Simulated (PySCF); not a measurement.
A structure optimised at B3LYP-D3(BJ)/def2-TZVP, used in a PySCF frequency run:

```xyz
3

Al     0.0000     0.0000     0.9721
Br     0.0000    -1.9698    -0.1805
Br     0.0000     1.9698    -0.1805
```
Charge 0, spin multiplicity 2.

Write its SMILES, formula and point group.

[Br][Al][Br], AlBr2, C2v

What are its rotational constants (standard atomic weights)?

16.479, 0.81506, 0.77665 GHz
